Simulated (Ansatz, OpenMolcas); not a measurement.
# A ladder of methods for GaH2OF (SMILES [OH][GaH][F])

GaH2OF has 5 atoms, charge 0, and is taken as a singlet. SMILES: `[OH][GaH][F]`. The coordinates come from a PBE0-D4/def2-TZVP relaxation. This is one conformer, not always the lowest.

```jsonl
{"atom": "O", "x (Å)": "-1.1304", "y (Å)": "-0.5887", "z (Å)": "-0.2838"}
{"atom": "Ga", "x (Å)": "0.3837", "y (Å)": "0.2805", "z (Å)": "0.0156"}
{"atom": "F", "x (Å)": "0.4383", "y (Å)": "1.7778", "z (Å)": "-0.8812"}
{"atom": "H", "x (Å)": "-1.2106", "y (Å)": "-1.4207", "z (Å)": "0.1872"}
{"atom": "H", "x (Å)": "1.5690", "y (Å)": "-0.1226", "z (Å)": "0.9209"}
```

Quantity: the vertical ionisation energy (to the doublet cation), in eV. The values are calculated.

```
           level                    kind     program  value (eV)
    BLYP/cc-pVDZ                     GGA  OpenMolcas       11.09
     PBE/cc-pVDZ                     GGA  OpenMolcas       11.22
   BHLYP/cc-pVDZ           global hybrid      Ansatz       11.75
  M06-2X/cc-pVDZ         hybrid meta-GGA  OpenMolcas       12.12
    PBE0/cc-pVDZ           global hybrid      Ansatz       11.71
   wB97X/cc-pVDZ  range-separated hybrid      Ansatz       12.00
PBE-QIDH/cc-pVDZ           double hybrid      Ansatz       11.98
 BCCD(T)/cc-pVDZ   coupled cluster or CI      Ansatz       11.76
```

All-electron rows without a relativistic Hamiltonian named are non-relativistic. The values span 11.09 to 12.12 eV. In the correlated wave-function rows the outer d shell of Ga is correlated, in sets not made for it. The second state's dipole differs much between rows, so they may not all be the same state.
